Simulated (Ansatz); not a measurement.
A structure relaxed at r2SCAN-D4/def2-TZVP in Ansatz, charge 0, singlet:

```csv
atom,x (Å),y (Å),z (Å)
Si1,-0.953,0.979,-0.322
Si2,1.062,0.370,0.840
Te3,-0.109,-1.349,-0.518
```

(1) Give its formula and point group.

(2) Summarise the bond lengths by kind (pairs closer than 1.2 times the sum of covalent radii, bridged metal pairs left out).

## Answers

(1) Si2Te (the lowest singlet isomer of a short search). Point group C2v (tolerance 0.1 Å).

(2) 2 × Si–Te 2.48 Å; 1 × Si–Si 2.40 Å.

In the def2 sets Te takes a core potential; there is no spin–orbit coupling. The structure comes from a short search, and lower isomers may exist.
